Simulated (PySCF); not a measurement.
V(SH)4: V(IV) (d1), charge 0. The structure is a model geometry with rigid ligands and bond lengths from ionic radii, not a minimum; coordination tetrahedral, point group S4, metal–donor distances 2.20 Å.

The d shell alone is too small an active space for V(SH)4 (an active orbital has only 0.67 squared overlap with the free ion's shell): its levels, fitted parameters, g values and moments show what this model gives and aren't sound predictions.

Method (PySCF 2.14, density fitting): CASSCF(1,5) with orbitals averaged over all microstates of the shell, strongly contracted NEVPT2 on the averaged canonical orbitals; basis x2c-TZVPall on the metal, x2c-SVPall elsewhere; spin-free X2C; gas phase; spin-orbit coupling by state interaction with the mean-field operator over all roots.

CASSCF energies above the lowest CASSCF root:

```tsv
state	CASSCF / cm⁻¹
2B (from 2E)	0
2A (from 2E)	6631
2E (from 2T2)	12499
2B (from 2T2)	15272
```

Task: How does dynamic correlation (SC-NEVPT2) move these states?

Result: 
```tsv
state	NEVPT2 / cm⁻¹	shift / cm⁻¹
2B (from 2E)	0	0
2A (from 2E)	10190	+3559
2E (from 2T2)	16225	+3726
2B (from 2T2)	19923	+4651
```

In the ligand-field fit 10Dq goes from 10108 to 12362 cm⁻¹. The symmetry is lower than cubic, so 10Dq is the difference of the means of the two sets.

The geometry is a model, and the complex may not exist in this form. Charge-transfer states lie outside this active space and may come lower than some of these levels. NEVPT2 lifts 2A (from 2E) from 6631 to 10190 cm⁻¹; on the d shell alone such lifts tend to overshoot. NEVPT2 on the d shell alone tends to put d–d bands too high for such charged or covalently bound ions.
